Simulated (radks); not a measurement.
Task: The mean radii <r> (bohr) of the occupied orbitals of an atom or ion are listed with their occupations. All-electron calculation, scalar-relativistic Kohn-Sham, exchange-only LDA, spin-polarised, spherical densities, point nucleus. Program: a radial shooting solver on a logarithmic mesh with Libxc functionals.

| orbital | occ. | <r> |
|---|---|---|
| 1s up | 1 | 0.02363 |
| 1s down | 1 | 0.02363 |
| 2s up | 1 | 0.09934 |
| 2s down | 1 | 0.09929 |
| 2p up | 3 | 0.08701 |
| 2p down | 3 | 0.08698 |
| 3s up | 1 | 0.2372 |

Name the element and its charge. Open shells, if any, are filled with parallel spins first.

Result: Z = 60, neodymium, charge +49: Nd49+ in [Ne] 3s1. The 1s radius gives Z: for a bare nucleus <r> = (2 gamma + 1)/(2Z) with gamma = sqrt(1 - (Z/c)^2), 0.02332 bohr for Z = 60, and screening makes it slightly larger (0.02363 here). The occupations add up to 11, and the charge is Z minus that.
